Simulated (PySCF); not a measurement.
# Working out the electron affinity of Ga

Ga⁻ [Ar] 3d10 4s2 4p2 (3P) → Ga [Ar] 3d10 4s2 4p1 (2P). Computed with PySCF 2.14 in dyall-av2z (16s12p8d, 92 functions), with the non-relativistic Hamiltonian (point nucleus). Frozen: [Ar] 3d10; the 34 highest virtual orbitals dropped. Energies in hartree (1 hartree = 27.21139 eV):

```json
{"part": "UHF", "Ga⁻ (lower)": "-1923.239519", "Ga (upper)": "-1923.240493"}
{"part": "MP2 opposite-spin", "Ga⁻ (lower)": "-0.032259", "Ga (upper)": "-0.028593"}
{"part": "MP2 same-spin", "Ga⁻ (lower)": "-0.008604", "Ga (upper)": "-0.002297"}
```

What does Hartree-Fock give?

(-1923.240493) − (-1923.239519) = -0.000974 hartree = -0.027 eV.

What do MP2 and SCS-MP2 (6/5 opposite-spin, 1/3 same-spin) give?

The opposite-spin parts differ by 0.100 eV and the same-spin parts by 0.172 eV. MP2: -0.027 + (0.100) + (0.172) = 0.245 eV. SCS-MP2: -0.027 + 1.2 × (0.100) + (0.172)/3 = 0.150 eV.

A first-order spin-orbit estimate adds -0.022 eV to MP2 (valence), giving 0.223 eV against 0.301 eV (measured; photodetachment measurements, as compiled on the Wikipedia data page of electron affinities).

The calculation is non-relativistic.

A double-zeta basis recovers only part of the correlation energy.

What remains against the reference includes basis incompleteness, the frozen core and correlation beyond second order.
